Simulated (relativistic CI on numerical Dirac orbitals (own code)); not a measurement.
# Gd36+: q coefficients and field-shift factors

These numbers are calculated, not measured: Dirac-Coulomb-Breit CI, orbitals from a KLI potential per configuration, derivatives by finite differences, unscaled Slater integrals, QED left out (own radial code, finite nucleus).

Configurations in the expansion (outside the closed core [Ne] 3s2): 3p6 3d10, 3p6 3d9 4s, 3p6 3d9 4p, 3p6 3d9 4d, 3p5 3d10 4s, 3p6 3d9 4f, 3p5 3d10 4p, 3p6 3d8 4s2. Levels of other configurations are missing.

With x = (α/α₀)² − 1 an excitation energy changes as ω = ω₀ + qx; K = 2q/ω₀ is the relative enhancement. Terms are leading LS components, so labels can repeat. The field-shift factor is F = δν/δ⟨r²⟩ for the transition from the lowest level.

Lowest level 3p6 3d10 1S_0.

```
           Level  ω₀ (cm⁻¹)  q (cm⁻¹)        K  F (GHz/fm²)
 3p6 3d9 4s 3D_3    8288200   -757400   -0.183          824
 3p6 3d9 4s 1D_2    8300332   -755900   -0.182          823
 3p6 3d9 4s 3D_1    8548738   -495900   -0.116          828
 3p6 3d9 4s 3D_2    8557051   -495900   -0.116          827
3p6 3d9 4p 3P°_2    8888765   -683000   -0.154         90.6
3p6 3d9 4p 3F°_3    8898533   -685500   -0.154         89.4
3p6 3d9 4p 3F°_2    9151328   -423800  -0.0926         93.3
3p6 3d9 4p 3D°_1    9171104   -417800  -0.0911         93.2
3p6 3d9 4p 3F°_4    9272826   -241300  -0.0521         58.8
3p6 3d9 4p 1D°_2    9285612   -244100  -0.0526         60.3
3p6 3d9 4p 1P°_1    9292247   -241900  -0.0521         61.3
3p6 3d9 4p 3D°_3    9305283   -240300  -0.0516         58.9
3p6 3d9 4p 3P°_0    9509515     22220  0.00467         64.1
3p6 3d9 4p 3D°_1    9541318     17650   0.0037         63.6
3p6 3d9 4p 3F°_3    9542754     19860  0.00416         62.9
3p6 3d9 4p 3D°_2    9559887     19800  0.00414         63.2
 3p6 3d9 4d 3S_1   10180906   -204600  -0.0402         63.8
 3p6 3d9 4d 3G_4   10216201   -212400  -0.0416         63.5
 3p6 3d9 4d 3D_2   10223714   -209800   -0.041         63.7
 3p6 3d9 4d 3F_3   10239082   -210100   -0.041         63.6
 3p6 3d9 4d 1P_1   10278569   -133300  -0.0259         64.7
 3p6 3d9 4d 3G_5   10288100   -129900  -0.0253         64.8
 3p6 3d9 4d 3D_3   10312595   -128600  -0.0249         64.9
```

At this charge energies of transitions that change n are usually good to better than 1 %, and those within a shell (Δn = 0) to a few per cent.
